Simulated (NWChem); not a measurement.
System: BH3S2O; SMILES B(S)(S)O

Here is an NWChem input.

```
start job
memory heap 200 mb stack 900 mb global 1100 mb
geometry units angstroms noautosym nocenter noautoz
  B      0.403580     0.030585     0.000000
  O      1.754304     0.119745     0.000000
  H      2.220494    -0.720325     0.000000
  S     -0.552279    -1.526526     0.000000
  H      0.492268    -2.384272     0.000000
  S     -0.490699     1.613420     0.000000
  H     -1.733288     1.087330     0.000000
end
basis spherical
  * library def2-svpd
end
dft
  xc pbe0
  iterations 150
end
property
  response 1 0.0
end
task dft property
```

Output (shortened):

```
             Northwest Computational Chemistry Package (NWChem) 7.3.0
             --------------------------------------------------------

                             Geometry "geometry" -> ""
                             -------------------------

 Output coordinates in angstroms (scale by  1.889725989 to convert to a.u.)

  No.       Tag          Charge          X              Y              Z
 ---- ---------------- ---------- -------------- -------------- --------------
    1 B                    5.0000     0.40358000     0.03058500     0.00000000
    2 O                    8.0000     1.75430400     0.11974500     0.00000000
    3 H                    1.0000     2.22049400    -0.72032500     0.00000000
    4 S                   16.0000    -0.55227900    -1.52652600     0.00000000
    5 H                    1.0000     0.49226800    -2.38427200     0.00000000
    6 S                   16.0000    -0.49069900     1.61342000     0.00000000
    7 H                    1.0000    -1.73328800     1.08733000     0.00000000

 Effective nuclear repulsion energy (a.u.)     188.2042613969

                              NWChem Property Module
                              ----------------------

                                 NWChem DFT Module
                                 -----------------

 Summary of "ao basis" -> "ao basis" (spherical)
 ------------------------------------------------------------------------------
       Tag                 Description            Shells   Functions and Types
 ---------------- ------------------------------  ------  ---------------------
 B                         def2-svpd                 8       20   4s2p2d
 O                         def2-svpd                 9       23   4s3p2d
 H                         def2-svpd                 4        8   2s2p
 S                         def2-svpd                11       27   5s4p2d

            General Information
            -------------------
          SCF calculation type: DFT
          Wavefunction type:  closed shell.
          No. of atoms     :     7
          No. of electrons :    48
           Alpha electrons :    24
            Beta electrons :    24
          Charge           :     0
          Spin multiplicity:     1
          Use of symmetry is: off; symmetry adaption is: off
          Maximum number of iterations: 150
          AO basis - number of functions:   121
                     number of shells:    51
          Convergence on energy requested:  1.00D-06
          Convergence on density requested:  1.00D-05
          Convergence on gradient requested:  5.00D-04

              XC Information
              --------------
                         PBE0 Method XC Functional
                     Hartree-Fock (Exact) Exchange  0.250
          PerdewBurkeErnzerhof Exchange Functional  0.750
            Perdew 1991 LDA Correlation Functional  1.000 local
           PerdewBurkeErnz. Correlation Functional  1.000 non-local

             Grid Information
             ----------------
          Grid used for XC integration:  medium
          Radial quadrature: Mura-Knowles
          Angular quadrature: Lebedev.
          Tag              B.-S. Rad. Rad. Pts. Rad. Cut. Ang. Pts.
          ---              ---------- --------- --------- ---------
          B                   0.85       49          11.0       434
          O                   0.60       49          12.0       434
          H                   0.35       45          13.0       434
          S                   1.00       88          13.0       590
          Grid pruning is: on
          Number of quadrature shells:   409
          Spatial weights used:  Erf1

      Superposition of Atomic Density Guess
      -------------------------------------

 Sum of atomic energies:        -895.39965115

      Non-variational initial energy
      ------------------------------

 Total energy =    -896.884674
 1-e energy   =   -1609.391716
 2-e energy   =     524.302781
 HOMO         =      -0.318853
 LUMO         =       0.025315

   convergence    iter        energy       DeltaE   RMS-Dens  Diis-err
 ---------------- ----- ----------------- --------- --------- ---------
 d= 0,ls=0.0,diis     1   -897.5947062780 -1.09D+03  1.27D-02  6.61D-01
 d= 0,ls=0.0,diis     2   -897.5783460740  1.64D-02  6.83D-03  9.41D-01
 d= 0,ls=0.0,diis     3   -897.6724684192 -9.41D-02  1.55D-03  3.98D-02
 d= 0,ls=0.0,diis     4   -897.6758339589 -3.37D-03  6.38D-04  4.07D-03
 d= 0,ls=0.0,diis     5   -897.6763939920 -5.60D-04  1.46D-04  2.56D-04
  Resetting Diis
 d= 0,ls=0.0,diis     6   -897.6764307378 -3.67D-05  3.77D-05  1.31D-05
 d= 0,ls=0.0,diis     7   -897.6764327757 -2.04D-06  1.57D-05  8.07D-07
 d= 0,ls=0.0,diis     8   -897.6764327581  1.76D-08  7.94D-06  9.22D-07

         Total DFT energy =     -897.676432758130
      One electron energy =    -1612.502065037661
           Coulomb energy =      591.366412868759
    Exchange-Corr. energy =      -64.745041986131
 Nuclear repulsion energy =      188.204261396903

 Numeric. integr. density =       48.000001728417

                       DFT Final Molecular Orbital Analysis
                       ------------------------------------

[...]

 DFT Linear Response polarizability / au
 Frequency  =       0.0000000 / au
              X              Y              Z
 -----------------------------------------------
 X      60.4521335     -2.8861993     -0.0000000
 Y      -2.8862349     75.7304628     -0.0000000
 Z      -0.0000000     -0.0000000     47.7010463
 -----------------------------------------------
 Eigenvalues =      59.9250883     76.2575080     47.7010463
 Isotropic   =      61.2945476
 Anisotropic =      24.8157877
 -----------------------------------------------

 Magnetic Dipole Response Matrix (nonzero elements):

 Exiting AOResponse driver routine
```

Level: PBE0/def2-SVPD. Geometry: optimised at PBE0/def2-SVP.
